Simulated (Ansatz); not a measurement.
Gas-phase electronic energies from Ansatz, PBE0-D4/def2-TZVP geometries. CCSD(T)/CBS is the MP2 limit (def2-TZVPP, def2-QZVPP) plus CCSD(T) − MP2 in def2-TZVPP, frozen cores. DFT in def2-TZVPP. For Ge outer-core shells are correlated without core-valence functions, which leaves a few kJ/mol of doubt a bond. Scalar relativity is left out up to krypton. Each species was taken in one conformer, which may not be the lowest.

`Cl[SiH2][O][GeH3]` + `BN(C)C=C` → `B[N]([GeH3])C=C` + `CO[SiH2]Cl`  (redistribution)

(1) Is it downhill or uphill in electronic energy at CCSD(T)/CBS, and by how much? (An estimate is asked.)

(2) What do these levels give: PBE, PBE0, SCS-MP2/def2-TZVPP, CCSD(T)/def2-TZVPP, SCS-MP2/def2-QZVPP, HF/CBS(def2)? (Best estimate.)

Largest T1 diagnostic among the species: 0.013.

## Answers

(1) The calculation gave: Uphill: ΔE = +0.74 eV.

(2) Computed: PBE 0.73, PBE0 0.75, SCS-MP2/def2-TZVPP 0.77, CCSD(T)/def2-TZVPP 0.74, SCS-MP2/def2-QZVPP 0.78, HF/CBS(def2) 0.84 eV.

In def2-TZVPP, CCSD(T) changes the Hartree–Fock value by −0.08 eV (the triples alone add −0.01 eV) and MP2 by −0.05 eV.
